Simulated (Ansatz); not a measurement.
Steps of a relaxation of B2ClH3Se (`ClBB[SeH]`) with RKS PBE0-D4/def2-TZVP.

```sh
$ ansatz run in.yaml --threads 2 --pin off --events-out ev --progress --plain --max-ram 4352MiB
```

```yaml
crystal:
  periodic: [false, false, false]
  atoms:
    - {symbol: Cl, position_ang: [-1.113188, -1.810275, 1.537273]}
    - {symbol: B, position_ang: [-0.036870, -0.442291, 1.246711]}
    - {symbol: B, position_ang: [-0.109837, 0.364353, -0.223072]}
    - {symbol: Se, position_ang: [0.968322, -0.190037, -1.706664]}
    - {symbol: H, position_ang: [0.688727, -0.138362, 2.176728]}
    - {symbol: H, position_ang: [-0.844266, 1.319325, -0.386688]}
    - {symbol: H, position_ang: [0.508412, 0.829288, -2.689988]}
basis:
  gaussian: {orbitals: def2-TZVP}
hamiltonian: {xc: pbe0, dispersion: d4}
relax: {f_tol: 0.005, max_steps: 150}
```

Positions (Å) and forces (eV/Å) along the path, 7 of 7 steps:

```xyz
7
step=1 energy=-79261.6501 eV
Cl   -1.113   -1.810    1.537    0.231    0.285   -0.066
B    -0.037   -0.442    1.247    0.068   -0.024    0.233
B    -0.110    0.364   -0.223   -0.177    0.201   -0.040
Se    0.968   -0.190   -1.707   -0.222    0.298   -0.081
H     0.689   -0.138    2.177   -0.301   -0.132   -0.394
H    -0.844    1.319   -0.387    0.292   -0.374    0.072
H     0.508    0.829   -2.690    0.108   -0.254    0.276
7
step=2 energy=-79261.6688 eV
Cl   -1.099   -1.805    1.524    0.105    0.149   -0.024
B    -0.041   -0.432    1.240    0.000   -0.113    0.059
B    -0.114    0.367   -0.223   -0.049    0.070    0.041
Se    0.962   -0.195   -1.695   -0.073    0.071    0.003
H     0.682   -0.138    2.153   -0.098   -0.021   -0.105
H    -0.833    1.315   -0.384    0.083   -0.112    0.000
H     0.504    0.820   -2.660    0.033   -0.044    0.026
7
step=3 energy=-79261.6697 eV
Cl   -1.104   -1.792    1.531    0.055    0.018   -0.024
B    -0.029   -0.442    1.233   -0.151    0.025    0.052
B    -0.113    0.364   -0.220    0.044   -0.051   -0.035
Se    0.958   -0.188   -1.695    0.024   -0.026    0.011
H     0.676   -0.135    2.147    0.057   -0.015    0.005
H    -0.835    1.301   -0.381   -0.012    0.024    0.015
H     0.509    0.824   -2.660   -0.016    0.025   -0.024
7
step=4 energy=-79261.6709 eV
Cl   -1.097   -1.800    1.524    0.029    0.036   -0.007
B    -0.038   -0.434    1.238   -0.036   -0.051    0.004
B    -0.114    0.367   -0.220    0.005   -0.002   -0.004
Se    0.957   -0.192   -1.694    0.007   -0.018    0.015
H     0.677   -0.137    2.148    0.007    0.009    0.005
H    -0.830    1.308   -0.380   -0.005    0.010   -0.003
H     0.507    0.819   -2.661   -0.007    0.016   -0.010
7
step=5 energy=-79261.6709 eV
Cl   -1.096   -1.800    1.524    0.018    0.021   -0.004
B    -0.038   -0.435    1.238   -0.023   -0.034    0.004
B    -0.114    0.367   -0.220    0.002    0.002   -0.001
Se    0.957   -0.192   -1.694    0.002   -0.008    0.007
H     0.677   -0.137    2.148    0.004    0.007    0.000
H    -0.830    1.309   -0.381   -0.001    0.005   -0.002
H     0.507    0.820   -2.661   -0.002    0.007   -0.004
7
step=6 energy=-79261.6710 eV
Cl   -1.093   -1.803    1.524    0.013    0.016   -0.003
B    -0.040   -0.435    1.238   -0.019   -0.027   -0.001
B    -0.115    0.367   -0.220    0.005   -0.002    0.000
Se    0.953   -0.195   -1.695    0.005   -0.013    0.012
H     0.674   -0.134    2.148    0.006    0.006    0.003
H    -0.827    1.312   -0.379   -0.004    0.008   -0.003
H     0.508    0.820   -2.661   -0.006    0.012   -0.007
7
step=7 energy=-79261.6710 eV
Cl   -1.089   -1.806    1.524   -0.001   -0.002    0.001
B    -0.041   -0.436    1.237   -0.001    0.000   -0.002
B    -0.115    0.366   -0.220    0.001   -0.001    0.004
Se    0.950   -0.198   -1.696    0.000    0.001    0.002
H     0.671   -0.130    2.147    0.001    0.001   -0.002
H    -0.824    1.315   -0.379    0.000    0.000   -0.002
H     0.510    0.822   -2.659    0.000    0.001   -0.002
```

It took 27 s on 2 threads of an Arm Neoverse V2 on a shared host, with 0.4 GiB of host memory at the peak.
